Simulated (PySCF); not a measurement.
C2H5F3Si.
SMILES with atom numbers: `[CH3:1][SiH2:2][C:3]([F:4])([F:5])[F:6]` (hydrogens: H7, H8, H9 on C1; H10, H11 on Si2)

The same species was optimised twice, with GFN2-xTB and with PBE0-D3(BJ)/def2-SVP (PySCF), and the same property calculations (PySCF, gas phase) were run on both structures.

| coordinate | GFN2-xTB | PBE0-D3(BJ)/def2-SVP | change |
| --- | --- | --- | --- |
| C1–Si2 (Å) | 1.890 | 1.868 | -0.022 |
| Si2–C3 (Å) | 1.952 | 1.932 | -0.020 |
| C3–F5 (Å) | 1.349 | 1.341 | -0.008 |
| C3–F4 (Å) | 1.350 | 1.344 | -0.006 |
| C3–F6 (Å) | 1.350 | 1.345 | -0.005 |
| C1–Si2–C3 (°) | 104.8 | 107.7 | +2.9 |
| Si2–C3–F6 (°) | 112.8 | 111.2 | -1.6 |
| Si2–C3–F4 (°) | 112.7 | 111.3 | -1.4 |
| F5–C3–F6 (°) | 106.0 | 107.2 | +1.2 |
| F4–C3–F5 (°) | 106.0 | 107.2 | +1.2 |
| F4–C3–F6 (°) | 105.8 | 106.8 | +1.0 |
| Si2–C3–F5 (°) | 112.9 | 112.8 | -0.1 |
| C1–Si2–C3–F4 (°) | -60 | -62 | -2 |

Rotational constants: A = 4216, B = 1964, C = 1806 MHz (GFN2-xTB) against A = 4277, B = 1968, C = 1823 MHz (PBE0-D3(BJ)/def2-SVP).

On the GFN2-xTB structure: HOMO (eV) -9.25 [PBE0/pcSseg-1]; LUMO (eV) 0.35 [PBE0/pcSseg-1]; dipole (D) 2.95 [PBE0/pcSseg-1]; GIAO shielding of C1 (ppm) 196.5 [PBE0/pcSseg-1]; GIAO shielding of Si2 (ppm) 392.3 [PBE0/pcSseg-1]; GIAO shielding of C3 (ppm) 46.6 [PBE0/pcSseg-1]; GIAO shielding of F4/F5/F6 (mean) (ppm) 243.9 [PBE0/pcSseg-1].

Task: What do these properties become on the PBE0-D3(BJ)/def2-SVP structure?

Result: 
| property | level | on GFN2-xTB | on PBE0-D3(BJ)/def2-SVP | change |
| --- | --- | --- | --- | --- |
| HOMO (eV) | PBE0/pcSseg-1 | -9.25 | -9.31 | -0.06 |
| LUMO (eV) | PBE0/pcSseg-1 | 0.35 | 0.60 | +0.25 |
| dipole (D) | PBE0/pcSseg-1 | 2.95 | 2.54 | -0.41 |
| energy, GFN2-xTB geometry as zero (kcal/mol) | PBE0/pcSseg-1 | 0.0 | -0.9 | -0.9 |
| GIAO shielding of C1 (ppm) | PBE0/pcSseg-1 | 196.5 | 194.7 | -1.8 |
| GIAO shielding of Si2 (ppm) | PBE0/pcSseg-1 | 392.3 | 391.6 | -0.7 |
| GIAO shielding of C3 (ppm) | PBE0/pcSseg-1 | 46.6 | 49.2 | +2.6 |
| GIAO shielding of F4/F5/F6 (mean) (ppm) | PBE0/pcSseg-1 | 243.9 | 249.0 | +5.1 |

The heavy atoms differ by 0.027 Å rms after alignment. Among bonds between heavy atoms C1–Si2 changes most (-0.022 Å). Changes are differences of the printed values. Neither structure is proved a minimum here.

Shape of the structure used: `[CH3:1][SiH2:2][C:3]([F:4])([F:5])[F:6]`: C1–Si2–C3–F4 -62°.
